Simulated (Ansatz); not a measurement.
Reaction (redistribution): `[BH2][AlH][CH3]` + `O[SiH]([SiH3])[O][AlH2]` → `[BH2][Al]([CH3])[O][AlH2]` + `O[SiH2][SiH3]`

Isolated molecules relaxed with PBE0-D4/def2-TZVP in Ansatz; ΔE leaves out vibrations. CCSD(T)/CBS adds triple-zeta CCSD(T) − MP2 to the extrapolated MP2 energy (def2 sets, frozen cores). Functionals use def2-TZVPP. HSE06 is defined as in plane-wave codes. One conformer a species, not always the lowest.

`[BH2][AlH][CH3]`:

Cartesian coordinates in Å:
```
B -0.509 -0.571 1.879
Al -0.215 -0.640 -0.219
C 0.511 0.858 -1.253
H 0.333 -0.901 2.670
H -1.534 -0.205 2.387
H -0.586 -1.980 -1.009
H 0.642 1.776 -0.677
H 1.489 0.582 -1.667
H -0.132 1.082 -2.111
```

`O[SiH]([SiH3])[O][AlH2]`:

Cartesian coordinates in Å:
```
O -0.431 2.145 -0.348
Si 0.020 0.608 -0.725
Si 2.038 0.256 0.411
O -1.096 -0.476 -0.259
Al -2.050 -1.667 0.455
H -1.149 2.536 -0.849
H 0.159 0.480 -2.205
H 1.832 0.382 1.881
H 3.079 1.232 -0.012
H 2.540 -1.117 0.129
H -1.326 -2.903 1.120
H -3.616 -1.477 0.403
```

`[BH2][Al]([CH3])[O][AlH2]`:

Cartesian coordinates in Å:
```
B 0.466 2.382 0.397
Al -0.249 0.407 0.068
C -2.130 -0.095 -0.086
O 0.919 -0.811 -0.084
Al 2.047 -2.042 -0.251
H 0.715 3.148 -0.493
H 0.654 2.834 1.494
H -2.347 -1.009 0.476
H -2.811 0.685 0.264
H -2.385 -0.301 -1.132
H 2.596 -2.754 1.053
H 2.526 -2.443 -1.706
```

`O[SiH2][SiH3]`:

Cartesian coordinates in Å:
```
O 1.560 1.255 -0.529
Si 0.249 0.904 0.416
Si -0.835 -1.067 -0.255
H 2.261 0.603 -0.577
H 0.637 0.765 1.851
H -0.658 2.071 0.284
H -1.971 -1.361 0.662
H 0.113 -2.216 -0.206
H -1.357 -0.954 -1.644
```

(1) Is it downhill or uphill in electronic energy at CCSD(T)/CBS, and by how much? (Best estimate.)

(2) What do these levels give: r2SCAN-D4, B97M-V, PBE0-D4, r2SCAN0-D4, HSE06-D4, ωB97M-V, B2PLYP, r2SCAN0, CAM-B3LYP, RPA@PBE/def2-TZVPP, HF/def2-TZVPP, CCSD/CBS(def2)? (Estimate.)

(3) What do rigid-rotor, harmonic-oscillator terms from PBE0-D4/def2-TZVP frequencies (298.15 K, 1 bar) make of the CCSD(T)/CBS value? (Best estimate.)

Largest T1 diagnostic among the species: 0.013.

Results:

(1) Ansatz gave: Downhill: ΔE = -34.2 kJ/mol.

(2) Ansatz gave: r2SCAN-D4 -35.3, B97M-V -24.5, PBE0-D4 -32.3, r2SCAN0-D4 -32.9, HSE06-D4 -32.3, ωB97M-V -32.6, B2PLYP -37.2, r2SCAN0 -33.7, CAM-B3LYP -34.6, RPA@PBE/def2-TZVPP -36.6, HF/def2-TZVPP -27.3, CCSD/CBS(def2) -33.1 kJ/mol.

(3) Ansatz gave: ΔZPE = +3.1 kJ/mol, ΔH = -31.1 kJ/mol, ΔS = -4 J/(mol·K), ΔG = -30.0 kJ/mol. Modes under 50 cm⁻¹ make the entropy rough.

From BLYP to BHLYP (50 % exact exchange), in def2-TZVPP and without D4, ΔE moves by +7.0 kJ/mol. In def2-TZVPP, CCSD(T) changes the Hartree–Fock value by −8.1 kJ/mol (the triples alone add −1.0 kJ/mol) and MP2 by −10.2 kJ/mol.
